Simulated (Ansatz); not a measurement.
Steps of a relaxation of CH₃AlClFO₂ with RKS PBE0-D4/def2-TZVP.

```sh
$ ansatz run in.yaml --threads 4 --pin off --events-out ev --progress --plain --max-ram 10444MiB
```

```yaml
crystal:
  periodic: [false, false, false]
  atoms:
    - {symbol: O, position_ang: [2.330897, -0.506785, 0.729264]}
    - {symbol: C, position_ang: [1.046158, -0.240621, 0.664681]}
    - {symbol: F, position_ang: [0.438393, -0.598870, 1.764524]}
    - {symbol: Cl, position_ang: [-2.017799, -1.614695, -0.383923]}
    - {symbol: O, position_ang: [0.473785, 0.283491, -0.280771]}
    - {symbol: Al, position_ang: [-1.533579, 0.469658, -0.685252]}
    - {symbol: H, position_ang: [2.742356, -0.234799, -0.120069]}
    - {symbol: H, position_ang: [-1.959565, 1.455391, 0.501400]}
    - {symbol: H, position_ang: [-1.432046, 0.940930, -2.206954]}
basis:
  gaussian: {orbitals: def2-TZVP}
hamiltonian: {xc: pbe0, dispersion: d4}
relax: {f_tol: 0.005, max_steps: 150}
```

Positions (Å) and forces (eV/Å) along the path, 11 of 11 steps:

```xyz
9
step=1 energy=-27007.6188 eV
O     2.331   -0.507    0.729   -0.601    0.339   -0.551
C     1.046   -0.241    0.665   -0.302    0.230   -0.344
F     0.438   -0.599    1.765    0.466    0.266   -0.821
Cl   -2.018   -1.615   -0.384    0.029    0.261   -0.044
O     0.474    0.283   -0.281    0.529   -0.613    1.105
Al   -1.534    0.470   -0.685    0.130   -0.100    0.066
H     2.742   -0.235   -0.120   -0.277   -0.176    0.547
H    -1.960    1.455    0.501    0.044   -0.143   -0.158
H    -1.432    0.941   -2.207   -0.018   -0.064    0.201
9
step=2 energy=-27007.6568 eV
O     2.315   -0.503    0.725   -0.200    0.132   -0.195
C     1.042   -0.232    0.657   -0.022   -0.074    0.101
F     0.434   -0.586    1.746    0.169    0.112   -0.289
Cl   -2.019   -1.603   -0.385    0.010    0.070   -0.015
O     0.480    0.284   -0.281   -0.029   -0.091    0.181
Al   -1.518    0.464   -0.677    0.112   -0.071    0.029
H     2.727   -0.239   -0.116   -0.048   -0.062    0.178
H    -1.951    1.435    0.500    0.012   -0.014   -0.012
H    -1.421    0.934   -2.185   -0.003   -0.002    0.021
9
step=3 energy=-27007.6608 eV
O     2.307   -0.496    0.723   -0.045   -0.012   -0.043
C     1.035   -0.235    0.653    0.068    0.071    0.164
F     0.434   -0.572    1.743   -0.010   -0.029   -0.029
Cl   -2.019   -1.602   -0.390   -0.011   -0.013   -0.003
O     0.474    0.279   -0.283   -0.124   -0.019   -0.097
Al   -1.510    0.458   -0.675    0.096   -0.001    0.014
H     2.719   -0.239   -0.114    0.043   -0.009   -0.006
H    -1.935    1.426    0.505   -0.008    0.006    0.010
H    -1.416    0.934   -2.179   -0.009    0.006   -0.010
9
step=4 energy=-27007.6614 eV
O     2.302   -0.494    0.723    0.014    0.038    0.036
C     1.034   -0.223    0.657    0.021   -0.175   -0.004
F     0.432   -0.568    1.741   -0.041    0.033    0.087
Cl   -2.019   -1.603   -0.394   -0.011   -0.031    0.000
O     0.469    0.276   -0.285   -0.059    0.080   -0.071
Al   -1.502    0.455   -0.674    0.036    0.028   -0.001
H     2.715   -0.245   -0.116    0.054    0.015   -0.047
H    -1.928    1.420    0.508   -0.009    0.007    0.011
H    -1.415    0.936   -2.177   -0.005    0.005   -0.012
9
step=5 energy=-27007.6624 eV
O     2.303   -0.492    0.723   -0.021    0.018   -0.011
C     1.033   -0.228    0.655    0.026   -0.032    0.028
F     0.433   -0.565    1.745   -0.015    0.007    0.013
Cl   -2.021   -1.604   -0.396   -0.005   -0.015    0.000
O     0.468    0.272   -0.286   -0.020    0.001   -0.021
Al   -1.501    0.455   -0.674    0.011    0.018   -0.003
H     2.718   -0.244   -0.116    0.025    0.000   -0.009
H    -1.929    1.420    0.509    0.000    0.000    0.004
H    -1.417    0.938   -2.178   -0.001    0.003   -0.001
9
step=6 energy=-27007.6626 eV
O     2.304   -0.490    0.724   -0.014    0.009   -0.014
C     1.033   -0.229    0.656    0.014    0.007    0.010
F     0.434   -0.559    1.747   -0.008    0.000    0.001
Cl   -2.023   -1.605   -0.399   -0.002   -0.004   -0.001
O     0.466    0.268   -0.288    0.004   -0.018    0.001
Al   -1.499    0.455   -0.674   -0.005    0.010   -0.002
H     2.718   -0.245   -0.116    0.008   -0.002    0.003
H    -1.926    1.418    0.511    0.002   -0.003    0.001
H    -1.417    0.940   -2.177    0.000    0.001    0.002
9
step=7 energy=-27007.6627 eV
O     2.304   -0.486    0.725    0.004   -0.001   -0.005
C     1.033   -0.228    0.656   -0.005    0.026   -0.015
F     0.435   -0.551    1.751   -0.001   -0.003   -0.003
Cl   -2.028   -1.606   -0.405    0.001    0.006   -0.002
O     0.465    0.260   -0.291    0.016   -0.022    0.014
Al   -1.499    0.454   -0.675   -0.012   -0.002    0.000
H     2.720   -0.247   -0.116   -0.006   -0.001    0.008
H    -1.923    1.414    0.514    0.003   -0.003   -0.001
H    -1.419    0.944   -2.176    0.001    0.001    0.003
9
step=8 energy=-27007.6628 eV
O     2.305   -0.482    0.728    0.015   -0.006    0.006
C     1.034   -0.226    0.656   -0.018    0.023   -0.028
F     0.436   -0.540    1.754    0.004   -0.002   -0.005
Cl   -2.034   -1.608   -0.412    0.002    0.010   -0.002
O     0.464    0.251   -0.296    0.017   -0.017    0.016
Al   -1.500    0.451   -0.675   -0.006   -0.005    0.004
H     2.721   -0.250   -0.116   -0.012    0.000    0.007
H    -1.917    1.408    0.519    0.000   -0.002   -0.001
H    -1.420    0.949   -2.175   -0.001   -0.001    0.002
9
step=9 energy=-27007.6629 eV
O     2.307   -0.477    0.732    0.015   -0.006    0.012
C     1.035   -0.225    0.656   -0.017    0.005   -0.020
F     0.436   -0.528    1.756    0.004    0.001   -0.003
Cl   -2.042   -1.608   -0.421    0.004    0.002    0.003
O     0.466    0.241   -0.302    0.002   -0.001    0.006
Al   -1.500    0.450   -0.676   -0.012   -0.009   -0.001
H     2.724   -0.253   -0.113   -0.009    0.002    0.002
H    -1.912    1.402    0.524    0.007    0.001    0.001
H    -1.426    0.952   -2.173    0.006    0.004    0.002
9
step=10 energy=-27007.6629 eV
O     2.306   -0.474    0.734    0.009   -0.004    0.008
C     1.034   -0.224    0.655   -0.012    0.000   -0.006
F     0.434   -0.522    1.755    0.002    0.000   -0.002
Cl   -2.043   -1.610   -0.423   -0.004   -0.002    0.000
O     0.465    0.235   -0.307    0.004    0.003    0.000
Al   -1.502    0.448   -0.676    0.011   -0.001    0.003
H     2.723   -0.254   -0.111   -0.003    0.002   -0.002
H    -1.904    1.398    0.528   -0.004    0.001   -0.001
H    -1.426    0.956   -2.172   -0.004    0.000   -0.001
9
step=11 energy=-27007.6629 eV
O     2.306   -0.475    0.734    0.003   -0.001    0.003
C     1.034   -0.225    0.654   -0.003   -0.003    0.002
F     0.433   -0.528    1.753    0.001    0.000   -0.002
Cl   -2.043   -1.609   -0.419    0.001    0.000   -0.001
O     0.466    0.239   -0.305    0.000    0.000   -0.004
Al   -1.501    0.448   -0.676    0.001    0.004    0.003
H     2.723   -0.252   -0.111    0.000    0.001   -0.001
H    -1.906    1.401    0.525    0.000    0.000    0.001
H    -1.425    0.955   -2.172   -0.001   -0.002   -0.001
```

Run time 48 s (4 threads of an Arm Neoverse V2 on a shared host); peak host memory 0.62 GiB.
